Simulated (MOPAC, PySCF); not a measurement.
[Cd(NH2)2], neutral singlet in the gas phase. 

Cartesian coordinates (Å):
```xyz
7

Cd    -0.0551     0.0488     0.0539
N      1.5972     1.0239     0.6354
H      1.4649     1.5519     1.4995
H      1.9333     1.6978    -0.0551
N     -1.5385    -1.0760    -0.6902
H     -2.4624    -0.6685    -0.5376
H     -1.5766    -2.0137    -0.2862
```
Charge 0, multiplicity 1.

All levels are single points at this geometry (r2SCAN-D4/def2-SVP); Pople sets use spherical d functions. Orbital energies aren't observables, and empty levels follow the basis.

```
level                                  HOMO (eV)  LUMO (eV)  gap (eV)  dipole (D)  vertical IE, Delta-SCF (eV)
-------------------------------------  ---------  ---------  --------  ----------  ---------------------------
TPSSh-D3(BJ)/def2-TZVP in PySCF            -5.91      -0.92      4.98        1.65                            –
B3LYP/LANL2DZ in PySCF                     -5.94      -0.78      5.16        2.29                            –
BP86/6-31G* (LANL2DZ on Cd) in PySCF       -4.88      -1.20      3.69        1.69                            –
SVWN5/6-31G* (LANL2DZ on Cd) in PySCF      -4.97      -1.31      3.66        1.77                            –
HF/6-31G* (LANL2DZ on Cd) in PySCF         -9.66       2.07     11.72        2.16                            –
PM7 in MOPAC                               -9.52       0.22      9.74        3.13                            –
```
